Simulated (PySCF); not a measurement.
A geometry optimisation, step by step.

Compound: CH₇AsBP.
Atom-mapped SMILES: `[CH3:1][B:2]([PH2:3])[AsH2:4]` (hydrogens: H5, H6, H7 on C1; H8, H9 on P3; H10, H11 on As4)

Computed by this run: PBE0-D3(BJ)/def2-SVP geometry optimisation, gas phase (PySCF 2.14.0); density fitting, grid level 1; the optimiser is geomeTRIC in internal coordinates, started from a GFN2-xTB structure with every atom displaced at random (about 0.01 Å). The frame can shift and turn from step to step; on so coarse a grid that alone can change the energy by a few meV, and forces under 0.02 eV/Å are noise.

Step 0: E = -71932.6882 eV, largest atomic force 1.749 eV/Å
```
atom  x, y, z in Å  |  force x, y, z in eV/Å
C1     -0.353   -1.363    0.523   -1.121   1.192  -0.618
B2     -0.008    0.093   -0.019    0.136  -0.589   0.314
P3     -1.165    0.985   -1.220    0.869  -0.044  -0.431
As4     1.743    1.003    0.539   -0.771   0.081   0.547
H5     -1.317   -1.745    0.128    0.257   0.020   0.101
H6     -0.448   -1.312    1.607    0.056  -0.029   0.521
H7      0.420   -2.065    0.290    0.860  -0.757  -0.158
H8     -1.019    2.276   -0.697    0.076   0.592   0.000
H9     -2.377    0.730   -0.614   -0.997  -0.325   0.421
H10     2.584   -0.189    0.261    0.460  -0.622  -0.018
H11     1.978    1.562   -0.812    0.175   0.481  -0.681
```

Step 1: E = -71932.7999 eV, largest atomic force 0.534 eV/Å
```
atom  x, y, z in Å  |  force x, y, z in eV/Å
C1     -0.353   -1.329    0.564    0.296  -0.245   0.019
B2     -0.003    0.074   -0.036   -0.046   0.058  -0.009
P3     -1.217    1.022   -1.141   -0.194   0.084   0.224
As4     1.787    0.940    0.364    0.295  -0.149  -0.420
H5     -1.307   -1.754    0.230   -0.101  -0.013  -0.041
H6     -0.400   -1.238    1.667    0.019   0.027  -0.073
H7      0.454   -2.065    0.361   -0.205   0.163   0.073
H8     -1.011    2.363   -0.688   -0.022  -0.149  -0.100
H9     -2.460    0.772   -0.464    0.219   0.057  -0.113
H10     2.656   -0.301    0.072   -0.200   0.298   0.072
H11     2.003    1.565   -1.030   -0.061  -0.131   0.368
```

Step 2: E = -71932.8158 eV, largest atomic force 0.092 eV/Å
```
atom  x, y, z in Å  |  force x, y, z in eV/Å
C1     -0.354   -1.337    0.563    0.055  -0.069  -0.026
B2      0.000    0.069   -0.035   -0.009   0.047  -0.006
P3     -1.222    1.010   -1.136   -0.016  -0.023   0.072
As4     1.794    0.935    0.365   -0.029  -0.052  -0.019
H5     -1.316   -1.753    0.227    0.002   0.018   0.001
H6     -0.399   -1.241    1.663   -0.004   0.019   0.001
H7      0.441   -2.076    0.364   -0.031   0.017   0.012
H8     -1.001    2.355   -0.726    0.004   0.003  -0.036
H9     -2.447    0.787   -0.441    0.026   0.011  -0.018
H10     2.656   -0.280    0.053    0.008   0.002   0.007
H11     1.995    1.580   -0.998   -0.005   0.027   0.012
```

Step 3: E = -71932.8178 eV, largest atomic force 0.054 eV/Å
```
atom  x, y, z in Å  |  force x, y, z in eV/Å
C1     -0.354   -1.343    0.563   -0.006  -0.004  -0.011
B2      0.000    0.064   -0.033    0.002   0.033  -0.017
P3     -1.223    1.003   -1.132    0.018  -0.036   0.026
As4     1.792    0.928    0.369   -0.037  -0.023   0.031
H5     -1.317   -1.755    0.226    0.005   0.005   0.004
H6     -0.401   -1.243    1.663   -0.008   0.007   0.008
H7      0.438   -2.085    0.368    0.010  -0.012  -0.004
H8     -0.988    2.354   -0.757    0.007   0.015  -0.013
H9     -2.443    0.802   -0.427   -0.019   0.004   0.004
H10     2.659   -0.276    0.038    0.023  -0.018  -0.008
H11     1.985    1.602   -0.978    0.005   0.029  -0.021
```

Step 4: E = -71932.8191 eV, largest atomic force 0.044 eV/Å
```
atom  x, y, z in Å  |  force x, y, z in eV/Å
C1     -0.357   -1.350    0.563   -0.021   0.034   0.018
B2      0.002    0.057   -0.030    0.000   0.003  -0.022
P3     -1.224    0.990   -1.127    0.022  -0.008  -0.010
As4     1.792    0.916    0.376   -0.015  -0.007   0.029
H5     -1.321   -1.757    0.224    0.005  -0.005   0.000
H6     -0.409   -1.244    1.663   -0.004  -0.007   0.004
H7      0.432   -2.096    0.373    0.021  -0.017  -0.005
H8     -0.972    2.349   -0.797    0.001   0.010   0.003
H9     -2.441    0.819   -0.408   -0.020  -0.002   0.009
H10     2.669   -0.271    0.011    0.008  -0.008  -0.012
H11     1.977    1.636   -0.949    0.004   0.008  -0.013
```

Step 5: E = -71932.8193 eV, largest atomic force 0.026 eV/Å
```
atom  x, y, z in Å  |  force x, y, z in eV/Å
C1     -0.357   -1.352    0.564   -0.012   0.020   0.011
B2      0.001    0.055   -0.031   -0.001  -0.001  -0.009
P3     -1.223    0.990   -1.127    0.003  -0.005  -0.004
As4     1.791    0.912    0.378    0.007  -0.002   0.011
H5     -1.320   -1.761    0.224    0.002  -0.005  -0.002
H6     -0.412   -1.245    1.664   -0.002  -0.004  -0.002
H7      0.433   -2.097    0.377    0.007  -0.004  -0.002
H8     -0.967    2.350   -0.802    0.001   0.000   0.005
H9     -2.441    0.824   -0.410   -0.006  -0.001   0.000
H10     2.669   -0.271    0.001    0.000  -0.001  -0.006
H11     1.974    1.644   -0.940    0.002   0.002  -0.002
```

**Question.** Summarise the path.

**Answer.** The energy falls by 12.65 kJ/mol from step 0 to step 5; nine tenths of that is first reached at step 2. It falls at every step. The largest force goes from 1.749 to 0.026 eV/Å. Among the bonds P3–H9 changes most, from 1.378 to 1.423 Å; the atoms move by 0.089 Å rms after alignment.

What follows is the cost of the whole optimisation. Time: 29 s of wall time; peak memory 0.46 GiB. Hardware: one thread of an Arm Neoverse V1, shared host with 32 logical CPUs at a one-minute load of 14.
